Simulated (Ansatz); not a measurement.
Gas-phase electronic energies from Ansatz, PBE0-D4/def2-TZVP geometries. CCSD(T)/CBS is the MP2 limit (def2-TZVPP, def2-QZVPP) plus CCSD(T) − MP2 in def2-TZVPP, frozen cores. DFT in def2-TZVPP. B3LYP here is the variant with VWN-RPA as its local correlation; programs differ in this. def2 core potentials past Kr. For Ge, In outer-core shells are correlated without core-valence functions, which leaves a few kJ/mol of doubt a bond. Scalar relativity is left out up to krypton. One conformer a species, not always the lowest.

`[SiH3][C@H]1[O][Ge@@H]1[Cl]` + `[CH3][In]([NH2])[OH]` → `[CH3][In]([NH2])[O][SiH3]` + `[Cl][GeH]1[CH2][O]1`  (ligand exchange at the Si–C bond)

```csv
level,ΔE (kJ/mol),difference from CCSD(T)/CBS
PBE-D4,-97.4,13.8
PBE0-D4,-105.7,5.5
B3LYP-D4,-113.2,-2.0
ωB97X-V,-112.7,-1.5
ωB97M-V,-111.8,-0.6
B2PLYP,-115.4,-4.2
PBE,-98.2,13.0
r2SCAN,-111.8,-0.6
PBE0,-106.3,4.9
B3LYP,-114.6,-3.4
SCS-MP2/def2-TZVPP,-118.0,-6.8
HF/def2-QZVPP,-138.2,-27.0
MP2/def2-QZVPP,-113.0,-1.8
HF/CBS(def2),-138.4,-27.2
MP2/CBS(def2),-111.4,-0.2
CCSD/CBS(def2),-114.7,-3.5
CCSD(T)/CBS,-111.2,0
```

Largest T1 diagnostic among the species: 0.015.

In def2-TZVPP, CCSD(T) changes the Hartree–Fock value by +23.0 kJ/mol (the triples alone add +3.6 kJ/mol) and MP2 by +22.8 kJ/mol. From PBE to PBE0 (25 % exact exchange), in def2-TZVPP and without D4, ΔE moves by −8.1 kJ/mol.
